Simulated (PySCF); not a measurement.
Method: PySCF 2.14.0 with PBE-D3(BJ)/def2-TZVP // PBE0-D3(BJ)/def2-TZVP. All species are isolated molecules in the gas phase. One relaxed conformer stands for a flexible species; it need not be the lowest. Excitations are Tamm–Dancoff values on a coarser integration grid. The basis has no diffuse functions, so Rydberg states are missing or too high.

Reference species (SMILES): `[NH2][Ga]([NH2])[NH2]` (neutral, multiplicity 1).

```
Item                      Value
----------------------  -------
S1 oscillator strength    0.006
T1 excitation (TDA)     4.48 eV
S1–T1 gap (TDA)         0.31 eV
```

Changed species: `[GaH]([NH2])[NH2]` (1 of 3 NH2 replaced by H; the reference has 0 of 3 NH2 replaced by H).

Problem. Give the shifts of the S1 oscillator strength, T1 excitation (TDA) and S1–T1 gap (TDA).

Solution. the S1 oscillator strength hardly moves; the T1 excitation (TDA) goes up by 0.09 eV, to 4.57 eV; the S1–T1 gap (TDA) increases by 0.30 eV, to 0.61 eV.
